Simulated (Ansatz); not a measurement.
`N[SiH](Br)C=O` and `N[SiH](O)Br` differ in one atom or group.

Ansatz, PBE0-D4/def2-TZVP geometries, multiplicity 1. Each molecule was computed in one conformer, which needn't be the lowest.

Scalar relativity is left out up to krypton.

```json
{"property": "HOMO–LUMO gap (ωB97M-V/def2-TZVPP) / eV", "`N[SiH](Br)C=O`": "9.95"}
{"property": "HOMO energy (B3LYP/def2-TZVPP) / eV", "`N[SiH](Br)C=O`": "-7.05"}
{"property": "LUMO energy (PBE0/def2-TZVPP) / eV", "`N[SiH](Br)C=O`": "-1.86"}
{"property": "size of the dipole moment (ωB97M-V/def2-TZVPP) / D", "`N[SiH](Br)C=O`": "1.75"}
{"property": "LUMO energy (ωB97M-V/def2-TZVPP) / eV", "`N[SiH](Br)C=O`": "0.41"}
{"property": "LUMO energy (PBE/def2-TZVPP) / eV", "`N[SiH](Br)C=O`": "-2.98"}
```

Task: What does the change do to each property? (Estimate.)

Result: The calculation gave: 
| property | `N[SiH](O)Br` | shift |
| --- | --- | --- |
| HOMO–LUMO gap (ωB97M-V/def2-TZVPP) / eV | 12.46 | 2.51 |
| HOMO energy (B3LYP/def2-TZVPP) / eV | -7.74 | -0.69 |
| LUMO energy (PBE0/def2-TZVPP) / eV | 0.67 | 2.53 |
| size of the dipole moment (ωB97M-V/def2-TZVPP) / D | 2.62 | 0.87 |
| LUMO energy (ωB97M-V/def2-TZVPP) / eV | 2.11 | 1.70 |
| LUMO energy (PBE/def2-TZVPP) / eV | -0.19 | 2.79 |

With PBE0 the HOMO falls by 0.73 eV and the LUMO rises by 2.53 eV, so the gap widens by about 3.26 eV. PBE moves the HOMO by -0.72 eV and ωB97M-V by -0.82 eV. Dipoles are sizes alone; their direction can turn.

B3LYP here is the variant with VWN-RPA as its local correlation; programs differ in this.

Spin–orbit coupling is left out; it splits and shifts lone-pair levels of the heavy atoms by tenths of an eV.
